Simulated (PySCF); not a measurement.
Compound: C₈H₈Si.
SMILES with atom numbers: `[SiH3:1][C:2]1=[CH:3][C:4]1=[C:5]1[CH:6]=[CH:7][CH:8]=[CH:9]1` (hydrogens: H10, H11, H12 on Si1; H13 on C3; H14 on C6; H15 on C7; H16 on C8; H17 on C9)

Computed by this run: PBE0-D3(BJ)/def2-SVP geometry optimisation, gas phase in PySCF 2.14.0; density fitting, grid level 2; the optimiser is geomeTRIC in internal coordinates, started from a GFN2-xTB structure.

Step 4: E = -16278.6940 eV
```
atom  x, y, z in Å  |  force x, y, z in eV/Å
Si1     3.0000    0.2113    0.0192   -0.025  -0.082  -0.014
C2      1.4459   -0.7648   -0.3241    0.046   0.066   0.010
C3      0.8289   -1.8397   -0.8256   -0.076   0.085   0.088
C4      0.0106   -0.8398   -0.2634    0.028  -0.013  -0.009
C5     -1.1793   -0.3007    0.0934   -0.135   0.071  -0.021
C6     -1.3824    0.9872    0.7386    0.068   0.018   0.018
C7     -2.7270    1.1647    0.9048    0.069  -0.163  -0.079
C8     -3.4157    0.0016    0.3725   -0.020   0.008   0.009
C9     -2.4957   -0.8822   -0.1174    0.025   0.049   0.038
H10     2.8013    1.0147    1.2549   -0.006   0.003   0.013
H11     3.2325    1.1032   -1.1519    0.010   0.026  -0.002
H12     4.1303   -0.7457    0.1794    0.031   0.022  -0.009
H13     0.9294   -2.8022   -1.3182    0.019  -0.096  -0.049
H14    -0.5855    1.6715    1.0269    0.031   0.029   0.016
H15    -3.2121    2.0291    1.3584   -0.007   0.015   0.006
H16    -4.4972   -0.1337    0.3694   -0.039  -0.010  -0.005
H17    -2.6858   -1.8475   -0.5841   -0.018  -0.026  -0.009
```

Step 5: E = -16278.6959 eV
```
atom  x, y, z in Å  |  force x, y, z in eV/Å
Si1     2.9984    0.2132    0.0163   -0.026  -0.069  -0.015
C2      1.4459   -0.7693   -0.3171    0.045   0.038   0.015
C3      0.8301   -1.8468   -0.8150   -0.063  -0.008   0.085
C4      0.0109   -0.8525   -0.2453    0.026   0.032  -0.057
C5     -1.1781   -0.3078    0.1065   -0.111   0.037   0.020
C6     -1.3771    0.9849    0.7415    0.029  -0.011  -0.019
C7     -2.7232    1.1675    0.8863   -0.035   0.031   0.029
C8     -3.4210    0.0080    0.3600    0.119   0.026   0.023
C9     -2.4964   -0.8827   -0.1067   -0.011  -0.106  -0.059
H10     2.8259    0.9633    1.2894   -0.005   0.000   0.009
H11     3.1814    1.1569   -1.1231    0.007   0.016   0.005
H12     4.1486   -0.7300    0.1045    0.017   0.023  -0.012
H13     0.9307   -2.8127   -1.3057    0.015  -0.018  -0.024
H14    -0.5793    1.6673    1.0346   -0.005   0.013   0.003
H15    -3.2078    2.0406    1.3250    0.001   0.012   0.009
H16    -4.5042   -0.1195    0.3455    0.006  -0.004  -0.001
H17    -2.6863   -1.8534   -0.5637   -0.008  -0.015  -0.013
```

Step 6: E = -16278.6973 eV
```
atom  x, y, z in Å  |  force x, y, z in eV/Å
Si1     2.9929    0.2141    0.0172   -0.012  -0.011   0.000
C2      1.4428   -0.7715   -0.3121    0.015  -0.016  -0.005
C3      0.8277   -1.8522   -0.8053   -0.007  -0.099   0.052
C4      0.0071   -0.8589   -0.2391    0.022   0.053  -0.083
C5     -1.1841   -0.3128    0.1039    0.106  -0.046   0.022
C6     -1.3697    0.9839    0.7344   -0.031  -0.049  -0.046
C7     -2.7148    1.1725    0.8770   -0.053   0.051   0.038
C8     -3.4141    0.0125    0.3559   -0.094   0.003   0.024
C9     -2.5010   -0.8911   -0.1075    0.059   0.048  -0.002
H10     2.8325    0.9260    1.3145    0.002  -0.006   0.003
H11     3.1453    1.1966   -1.0946   -0.004   0.003   0.010
H12     4.1623   -0.7089    0.0579   -0.005   0.007  -0.013
H13     0.9313   -2.8227   -1.2914    0.006   0.058   0.009
H14    -0.5674    1.6627    1.0265   -0.019  -0.016  -0.017
H15    -3.1970    2.0502    1.3108    0.000  -0.015  -0.001
H16    -4.4986   -0.1083    0.3420    0.010   0.004   0.006
H17    -2.6969   -1.8650   -0.5573    0.006   0.032   0.002
```

Step 7: E = -16278.6994 eV
```
atom  x, y, z in Å  |  force x, y, z in eV/Å
Si1     2.9977    0.2070    0.0175    0.004   0.027   0.013
C2      1.4457   -0.7735   -0.3102   -0.008  -0.039  -0.015
C3      0.8264   -1.8543   -0.7982    0.009  -0.084   0.059
C4      0.0092   -0.8545   -0.2397    0.004   0.089  -0.080
C5     -1.1820   -0.3039    0.0976    0.047  -0.024  -0.022
C6     -1.3759    0.9938    0.7226   -0.016  -0.024   0.020
C7     -2.7216    1.1733    0.8770   -0.011   0.028   0.011
C8     -3.4163    0.0088    0.3598   -0.029  -0.007  -0.005
C9     -2.4975   -0.8855   -0.1121    0.006   0.003   0.032
H10     2.8451    0.9019    1.3254    0.005  -0.009   0.002
H11     3.1407    1.2062   -1.0806   -0.009   0.001   0.006
H12     4.1717   -0.7103    0.0363   -0.008  -0.007  -0.011
H13     0.9285   -2.8274   -1.2785    0.001   0.042   0.002
H14    -0.5774    1.6786    1.0099   -0.009  -0.008  -0.009
H15    -3.2064    2.0470    1.3155    0.003  -0.007  -0.004
H16    -4.4998   -0.1207    0.3528    0.008   0.003   0.000
H17    -2.6900   -1.8595   -0.5623    0.005   0.015   0.001
```

Q: Estimate the geometry and energy of step 8. (The exact step hangs on the optimiser's Hessian estimate; all steps are aligned on step 7, rigid shifts and turns removed.)

A: E = -16278.7018 eV, largest force 0.159 eV/Å
```
atom  x, y, z in Å  |  force x, y, z in eV/Å
Si1     3.0003    0.2014    0.0182    0.016   0.049   0.018
C2      1.4487   -0.7790   -0.3040   -0.019  -0.048  -0.015
C3      0.8262   -1.8631   -0.7804    0.018  -0.065   0.081
C4      0.0120   -0.8551   -0.2325   -0.007   0.118  -0.106
C5     -1.1793   -0.2970    0.0926   -0.012  -0.030  -0.001
C6     -1.3806    1.0042    0.7065    0.011   0.025   0.051
C7     -2.7267    1.1803    0.8643    0.022   0.002  -0.010
C8     -3.4173    0.0088    0.3575    0.013  -0.014  -0.020
C9     -2.4935   -0.8832   -0.1102   -0.039  -0.032   0.025
H10     2.8839    0.8258    1.3652    0.007  -0.011   0.000
H11     3.0924    1.2597   -1.0287   -0.012  -0.001   0.005
H12     4.1864   -0.6972   -0.0518   -0.009  -0.014  -0.007
H13     0.9277   -2.8415   -1.2484   -0.004   0.021  -0.013
H14    -0.5853    1.6950    0.9870    0.001   0.002  -0.003
H15    -3.2137    2.0552    1.2975    0.005  -0.002  -0.003
H16    -4.4999   -0.1265    0.3532    0.005   0.000  -0.001
H17    -2.6830   -1.8608   -0.5532    0.003   0.000  -0.003
```

The energy changes by -0.0024 eV. The first-order estimate −F·Δx gives -0.0031 eV and the mean of the old and new forces, exact on a quadratic surface, -0.0024 eV. The step makes an angle of 85° with the force vector and moves no atom by more than 0.094 Å.

The cost below is that of the whole optimisation. Time: 3.5 min wall; peak memory 0.87 GiB. Hardware: one thread of an Arm Neoverse V1, shared host.
